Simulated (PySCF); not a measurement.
Isomers of C6H15OPS.

All values: PBE0/pcSseg-1 (PySCF) at GFN2-xTB geometries, gas phase, one conformer each.

(1) Rank by the highest IAO charge on any atom, lowest value first.
A. `[CH3:1][S:2][CH2:3][P@@H:4](=[O:5])[CH2:6][CH:7]([CH3:8])[CH3:9]` with C1–S2–C3–P4 -76°, S2–C3–P4–O5 71°, C3–P4–C6–C7 -169°, P4–C6–C7–C8 176°
B. `[CH3:1][C:2]([CH3:3])([CH3:4])[CH2:5][P@H:6](=[S:7])[CH2:8][OH:9]` with C2–C5–P6–S7 -94°, C5–P6–C8–O9 179°, P6–C8–O9–H -50°
C. `[CH3:1][CH2:2][CH2:3][P@@:4]([CH3:5])(=[O:6])[CH2:7][S:8][CH3:9]` with C1–C2–C3–P4 173°, C2–C3–P4–C5 -179°, C3–P4–C7–S8 163°, P4–C7–S8–C9 73°
D. `[CH3:1][CH2:2][C:3]([CH3:4])([CH3:5])[P@@H:6](=[S:7])[CH2:8][OH:9]` with C1–C2–C3–C4 61°, C2–C3–P6–S7 -170°, C3–P6–C8–O9 178°, P6–C8–O9–H 50°
E. `[CH3:1][CH2:2][CH2:3][P@@H:4](=[S:5])[CH2:6][CH2:7][CH2:8][OH:9]` with C1–C2–C3–P4 62°, C2–C3–P4–S5 46°, C3–P4–C6–C7 147°, P4–C6–C7–C8 51°, C6–C7–C8–O9 58°

(2) Rank by the highest Hirshfeld charge on any atom, lowest value first.
A. `[CH3:1][CH2:2][CH2:3][P@@:4]([CH3:5])(=[O:6])[CH2:7][S:8][CH3:9]` with C1–C2–C3–P4 173°, C2–C3–P4–C5 -179°, C3–P4–C7–S8 163°, P4–C7–S8–C9 73°
B. `[CH3:1][CH2:2][CH2:3][P@@H:4](=[S:5])[CH2:6][CH2:7][CH2:8][OH:9]` with C1–C2–C3–P4 62°, C2–C3–P4–S5 46°, C3–P4–C6–C7 147°, P4–C6–C7–C8 51°, C6–C7–C8–O9 58°
C. `[CH3:1][C:2]([CH3:3])([CH3:4])[CH2:5][P@H:6](=[S:7])[CH2:8][OH:9]` with C2–C5–P6–S7 -94°, C5–P6–C8–O9 179°, P6–C8–O9–H -50°
D. `[CH3:1][S:2][CH2:3][P@@H:4](=[O:5])[CH2:6][CH:7]([CH3:8])[CH3:9]` with C1–S2–C3–P4 -76°, S2–C3–P4–O5 71°, C3–P4–C6–C7 -169°, P4–C6–C7–C8 176°

## Answers

(1) D (+0.894 e), B (+0.919 e), E (+0.939 e), A (+1.405 e), C (+1.519 e).

(2) C (+0.319 e), B (+0.335 e), D (+0.404 e), A (+0.434 e).

All values together:

```tsv
SMILES	μ (D)	HOMO (eV)	LUMO (eV)	lowest IAO charge (e)	highest IAO charge (e)	lowest Hirshfeld charge (e)	highest Hirshfeld charge (e)
CCC(C)(C)[P@@H](=S)CO	4.62	-6.61	0.54	-0.617 (S)	+0.894 (P)	-0.302 (S)	+0.315 (P)
CSC[P@@H](=O)CC(C)C	2.84	-6.39	0.73	-0.928 (O)	+1.405 (P)	-0.381 (O)	+0.404 (P)
CC(C)(C)C[P@H](=S)CO	4.53	-6.66	0.49	-0.616 (S)	+0.919 (P)	-0.314 (S)	+0.319 (P)
CCC[P@@H](=S)CCCO	5.25	-6.86	0.45	-0.603 (S)	+0.939 (P)	-0.267 (S)	+0.335 (P)
CCC[P@@](C)(=O)CSC	2.78	-6.32	0.74	-0.935 (O)	+1.519 (P)	-0.391 (O)	+0.434 (P)
```

Conformers: `[CH3:1][CH2:2][C:3]([CH3:4])([CH3:5])[P@@H:6](=[S:7])[CH2:8][OH:9]` with C1–C2–C3–C4 61°, C2–C3–P6–S7 -170°, C3–P6–C8–O9 178°, P6–C8–O9–H 50°; `[CH3:1][S:2][CH2:3][P@@H:4](=[O:5])[CH2:6][CH:7]([CH3:8])[CH3:9]` with C1–S2–C3–P4 -76°, S2–C3–P4–O5 71°, C3–P4–C6–C7 -169°, P4–C6–C7–C8 176°; `[CH3:1][C:2]([CH3:3])([CH3:4])[CH2:5][P@H:6](=[S:7])[CH2:8][OH:9]` with C2–C5–P6–S7 -94°, C5–P6–C8–O9 179°, P6–C8–O9–H -50°; `[CH3:1][CH2:2][CH2:3][P@@H:4](=[S:5])[CH2:6][CH2:7][CH2:8][OH:9]` with C1–C2–C3–P4 62°, C2–C3–P4–S5 46°, C3–P4–C6–C7 147°, P4–C6–C7–C8 51°, C6–C7–C8–O9 58°; `[CH3:1][CH2:2][CH2:3][P@@:4]([CH3:5])(=[O:6])[CH2:7][S:8][CH3:9]` with C1–C2–C3–P4 173°, C2–C3–P4–C5 -179°, C3–P4–C7–S8 163°, P4–C7–S8–C9 73°.
